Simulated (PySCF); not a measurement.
# One molecule, several mistakes: GeH7NSi

Calculated results; nothing here was measured. They come from PySCF 2.14.0, an open-source quantum chemistry program, on an isolated molecule that a program drew, which may never have been made. The molecule is GeH7NSi (charge 0, singlet), drawn as the SMILES string `N[SiH2][GeH3]`.

Each row is a Hartree-Fock (HF) and frozen-core CCSD(T) single point in the cc-pV(D+d)Z basis, meant for a local HF minimum. Run 1 is clean. Each other run has one planted mistake out of seven kinds, and not every kind appears here: one electron removed, one electron added, multiplicity raised by two, geometry at a saddle point, minimal basis STO-3G, one bond length entered in bohr, all coordinates scaled. The reference is restricted for singlets and unrestricted otherwise, and also for a bond in bohr. Adding or removing an electron swaps singlet and doublet. Electrons count all cores. HOMO and LUMO are orbital energies over both spins, the gradient is its largest component, and the lowest frequency (negative if imaginary) is given only where the gradient is small. Bond lengths are over the 9 bonds as drawn. T1 is the CCSD diagnostic: over 0.02 (restricted) or 0.045 (unrestricted) a single reference is doubtful. Germanium has the cc-pVDZ-PP basis, with a core potential (ECP10MDF) in place of its 10 inner electrons, and its 3s, 3p and 3d shells are frozen in CCSD(T).

Geometry of the clean run:
```xyz
10
GeH7NSi, angstrom
N    -0.7909   -0.6057    0.1432
Si   -0.0195   -0.2176   -1.3552
Ge    1.2372    1.8424   -1.3573
H    -0.2146   -0.8465    0.9291
H    -1.5531   -0.0296    0.4513
H    -1.0690   -0.1154   -2.3955
H     0.9091   -1.3218   -1.6900
H     2.3554    1.8074   -0.3021
H     1.8901    2.1161   -2.7205
H     0.3326    3.0404   -1.0231
```

| run | electrons | basis functions | <S^2> | HOMO (eV) | LUMO (eV) | gradient (hartree/bohr) | lowest frequency (cm^-1) | mean bond (Å) | longest bond (Å) | T1 | HF (hartree) | CCSD(T) (hartree) | mistake |
|---|---|---|---|---|---|---|---|---|---|---|---|---|---|
| 1 | 60 | 95 | 0.000 | -9.71 | 3.47 | 1.6e-05 | 101 | 1.5249 | 2.413 | 0.0113 | -640.85674 | -641.29786 | no fault |
| 2 | 60 | 95 | 0.822 | -9.85 | 2.10 | 1.9e-02 | - | 1.6242 | 2.413 | 0.0660 | -640.72076 | -641.15261 | one bond length entered in bohr |
| 3 | 59 | 95 | 0.787 | -16.01 | -6.55 | 6.9e-02 | - | 1.5249 | 2.413 | 0.0513 | -640.55223 | -640.97201 | one electron removed |
| 4 | 61 | 95 | 0.759 | 2.62 | 8.91 | 3.5e-02 | - | 1.5249 | 2.413 | 0.0168 | -640.74387 | -641.20888 | one electron added |
| 5 | 60 | 95 | 2.020 | -3.10 | -0.51 | 7.9e-02 | - | 1.5249 | 2.413 | 0.0540 | -640.64905 | -641.09180 | ? |

**Which mistake was planted in run 5, and what did it cost?**

Electrons, basis and geometry are unchanged, and <S^2> is 2.020, beside S(S+1) = 2.00 for a multiplicity of 3. So the mistake is: multiplicity raised by two. Subtracting run 1 and multiplying by 627.51 kcal/mol a hartree, the energy moved by 130.3 kcal/mol in HF and 129.3 kcal/mol in CCSD(T).

Cautions from the logs. Run 2: T1 is over the limit, so its CCSD(T) energy is less reliable; run 3: T1 is over the limit, so its CCSD(T) energy is less reliable; run 4: the HOMO is above zero, so the electron isn't bound and the energy depends on the basis; run 5: T1 is over the limit, so its CCSD(T) energy is less reliable.
